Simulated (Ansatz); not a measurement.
Born–Oppenheimer molecular dynamics of Cl2H3InO (7 atoms, charge 0, multiplicity 1). It starts at the highest image of a converged band. Of that band: A vibrational analysis at the climbing image gives no mode beyond 40i cm⁻¹: the surface is too flat there to confirm a saddle point.

Level of theory: Ansatz, RKS PBE/def2-SVP.

| Item | Value |
| --- | --- |
| ensemble | NVE (velocity Verlet) |
| time step | 0.5 fs |
| steps asked | 200 |
| starting velocities drawn for | 300 K |
| seed | 2976 |

First frame:

```xyz
7
Properties=species:S:1:pos:R:3
In -0.007 -1.767 0.587
O 1.366 -0.007 -0.644
Cl -1.650 0.651 -0.652
Cl -0.612 0.218 2.273
H 0.569 0.564 -0.799
H -1.286 0.643 0.776
H 1.620 -0.301 -1.541
```

How far do the bonds stretch over the last three quarters of this one trajectory? (Pairs bonded in most of those frames.)


```csv
bond,mean (Å),spread (Å),shortest,longest
In1–Cl4,2.802,0.035,2.73,2.84
O2–H5,0.994,0.022,0.96,1.03
O2–H7,0.981,0.031,0.93,1.03
Cl3–H6,1.546,0.047,1.49,1.66
Cl4–H6,1.581,0.053,1.48,1.69
```

Mean temperature of the second half: 173 K. The conserved energy stayed within 0.3 meV per atom of its start (net change 0.19 meV per atom), so the integration is sound. The temperature averaged 0.58 of the 300 K drawn at the start: a run that starts near a minimum puts about half its kinetic energy into the potential. A run of 0.1 ps of so small a system gives no equilibrium averages. The orbitals stay closed-shell, which can raise the energy where a bond breaks towards radicals; this wasn't checked here.

Time of the run: 2.5 min on 2 threads of Intel(R) Xeon(R) 6975P-C (Granite Rapids), with other jobs on the host, peak memory 0.14 GiB.
